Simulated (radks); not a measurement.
Coulomb parameter of the 4d shell of neutral zirconium in the model configuration [Kr] 4d2.5 5s1.5, as a second difference U = [E(n + 0.25) + E(n - 0.25) - 2 E(n)] / (0.25)^2 with all orbitals relaxed. "Bare": the charge of the atom changes with n. "Screened": the 5s shell takes up the change at fixed total charge, which measures U(4d,4d) + U(5s,5s) - 2 U(4d,5s). Calculated with a radial shooting solver on a logarithmic mesh with Libxc functionals: scalar-relativistic Kohn-Sham, BLYP, spin-unpolarised, spherical densities, point nucleus.

| case | configuration | E - E(n) (eV) |
|---|---|---|
| start | [Kr] 4d2.5 5s1.5 | 0.000 |
| bare +0.25 | [Kr] 4d2.75 5s1.5 | -0.485 |
| bare -0.25 | [Kr] 4d2.25 5s1.5 | 0.910 |
| screened +0.25 | [Kr] 4d2.75 5s1.25 | 0.334 |
| screened -0.25 | [Kr] 4d2.25 5s1.75 | -0.291 |

U(bare) = 6.797 eV, U(screened by 5s) = 0.686 eV, against the Slater integral F0(4d,4d) = 10.432 eV with frozen orbitals. The step up makes a negative ion, whose loosely bound charge lowers the bare value.
